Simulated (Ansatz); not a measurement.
Ansatz (a quantum-chemistry and plane-wave program) input (r2SCAN/def2-TZVP):

Ansatz 0.2 input:
```yaml
crystal:
  periodic: [false, false, false]
  atoms:
    - {symbol: Ta, position_ang: [0.00000000, 0.00000000, 0.00000000]}
    - {symbol: F, position_ang: [0.00000000, 0.00000000, 1.89161714]}
    - {symbol: F, position_ang: [-0.00000000, -0.00000000, -1.89161714]}
basis:
  gaussian:
    orbitals: def2-TZVP
hamiltonian:
  xc: {name: r2SCAN}
magnetization: {spin_polarized: true, initial_magnetization: 3}
relax: {f_tol: 0.003, max_steps: 100}
```

Output:

```
Functional definition: r2SCAN
integrals: 0.03 GiB planned
649 factors; their error is unknown
mean field: 0.33 GiB planned
mean field evaluation 1: about -6984.3443 eV, gradient 3.5e1 eV
mean field evaluation 2: about -6960.2510 eV, gradient 9.5e1 eV
mean field evaluation 4: about -6987.9585 eV, gradient 2.5e0 eV
mean field evaluation 8: about -6987.9875 eV, gradient 1.4e-2 eV
mean field evaluation 16: about -6987.9795 eV, gradient 1.3e-5 eV
mean field -6987.97953003 eV, -256.8035111060 hartree, gradient 1.3e-5 eV, S^2 3.758850; 1 other end points of the search recorded, 0 dependent functions left out
the calculation of the forces begins
reference -6987.97955074 eV, -256.8035118669 hartree; 17, 14 occupied and 85, 88 virtual orbitals, 649 factors
relax step   1: F+E_penalty+E_count = -6987.97953003 eV  Δ(F+E_penalty+E_count) = +0.000e0 eV  max|allowed force component| = 2.084e-1 eV/Å  Δτ_max = 0.0000 Å  (39 SCF iters, accepted)
these checks for a lower state are left out or cut short: starts, cluster_reference, orbital_swaps, neighbouring_geometries, increment
integrals: 0.03 GiB planned
649 factors; their error is unknown
mean field: 0.33 GiB planned
mean field -6987.98093692 eV, -256.8035628082 hartree, gradient 2.1e-5 eV, S^2 3.758761; 0 other end points of the search recorded, 0 dependent functions left out
the calculation of the forces begins
reference -6987.98095774 eV, -256.8035635732 hartree; 17, 14 occupied and 85, 88 virtual orbitals, 649 factors
relax step   2: F+E_penalty+E_count = -6987.98093692 eV  Δ(F+E_penalty+E_count) = -1.407e-3 eV  max|allowed force component| = 8.708e-4 eV/Å  Δτ_max = 0.0067 Å  (35 SCF iters, accepted)
integrals: 0.03 GiB planned
649 factors; their error is unknown
mean field: 0.33 GiB planned
mean field evaluation 32: about -6961.2729 eV, gradient 9.3e1 eV
mean field -6987.98093692 eV, -256.8035628082 hartree, gradient 2.1e-5 eV, S^2 3.758761; 2 other end points of the search recorded, 0 dependent functions left out
the calculation of the forces begins
reference -6987.98095774 eV, -256.8035635732 hartree; 17, 14 occupied and 85, 88 virtual orbitals, 649 factors
Total energy: -6987.98095774 eV, -256.8035635732 hartree
Atom 0 at     0.000000     0.000000     0.000000 Å, force    -0.000000     0.000000     0.000000 eV/Å
Atom 1 at    -0.000000    -0.000000     1.884934 Å, force     0.000000    -0.000000    -0.000871 eV/Å
Atom 2 at    -0.000000    -0.000000    -1.884934 Å, force     0.000000    -0.000000     0.000871 eV/Å
Dipole moment:    -0.000000    -0.000000     0.000000 e Å
```

The spin state was set by rule; other spins were not relaxed.
